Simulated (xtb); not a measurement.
C3H9NSi2, SMILES CC1=C[SiH2]N[SiH2]1. All values are semi-empirical tight-binding results from xtb (GFN2-xTB unless named), good for trends rather than for accurate numbers. Geometry: GFN2-xTB. The structure was generated by enumeration, and PubChem lists no compound with its InChIKey, so it may never have been made.

Computed properties:
* **point group as xtb finds it**: Cs
* **orbital gap**: 3.81 eV
* **dipole moment**: 0.41 D
* **zero-point energy**: 67.2 kcal/mol
* **G − E(el) at 298.15 K (modified RRHO)**: 46.9 kcal/mol
* **static polarisability (D4 model)**: 98.0 bohr³
* **solvation energy, GFN2-xTB/ALPB(water)**: 0.2 kcal/mol
* **solvation energy, GFN2-xTB/ALPB(ether)**: -4.4 kcal/mol
